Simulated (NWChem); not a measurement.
System: C$_{2}$H$_{6}$Cd; SMILES [CH3][Cd][CH3]

Here is an NWChem input.

```
start job
memory heap 200 mb stack 900 mb global 1100 mb
geometry units angstroms noautosym nocenter noautoz
  Cd    -0.006300     0.000630     0.004340
  C     -0.004747     2.116634     0.003269
  H      0.152013     2.510774    -1.013000
  H      0.797113     2.511128     0.646796
  H     -0.962896     2.511787     0.375583
  C     -0.009415    -2.115378     0.005808
  H     -0.830227    -2.508717    -0.614173
  H     -0.137535    -2.508923     1.026349
  H      0.936896    -2.512332    -0.393797
end
basis spherical
  * library def2-svpd
end
ecp
  Cd library def2-ecp
end
dft
  xc pbe0
  iterations 150
end
property
  response 1 0.0
end
task dft property
```

Structure relaxed at the PBE0/def2-SVP level. No frequency run checked for a minimum. def2 effective core potentials on Cd; no spin-orbit coupling.

Static field.

### Question
Give the results of this calculation. (PBE0/def2-SVPD with def2 effective core potentials on Cd.) Quantities: isotropic polarisability (bohr³); anisotropy (bohr³).

### Answer
```yaml
isotropic polarisability (bohr³): 60.1
anisotropy (bohr³): 36.4
```
